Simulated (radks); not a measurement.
Effect of the nuclear size on the silicon ion Si+, [Ne] 3s2 3p1. All-electron calculation, Dirac Kohn-Sham, BLYP, spin-unpolarised, spherical densities, finite nucleus; open shells are shared between the two j in proportion to 2j + 1; Fermi nuclear charge, rms radius 3.1224 fm. Program: a radial shooting solver on a logarithmic mesh with Libxc functionals. The rms radius is varied about that value; shifts are against it.

| rms radius (fm) | total energy shift (eV) | density at nucleus (e/bohr^3) | 1s1/2 shift (meV) |
|---|---|---|---|
| 2.5604 | -0.00174 | 1917 | -0.723 |
| 2.9756 | -0.000486 | 1913 | -0.202 |
| 3.1224 | 0 | 1912 | 0.000 |
| 3.3472 | 0.000790 | 1910 | 0.329 |
| 3.5502 | 0.00155 | 1909 | 0.645 |

Slopes of the eigenvalues against <r^2> in GHz/fm^2, as finite differences over the two radii next to the reference (eigenvalue slopes, not the field-shift constants of lines): 1s1/2 54.7.
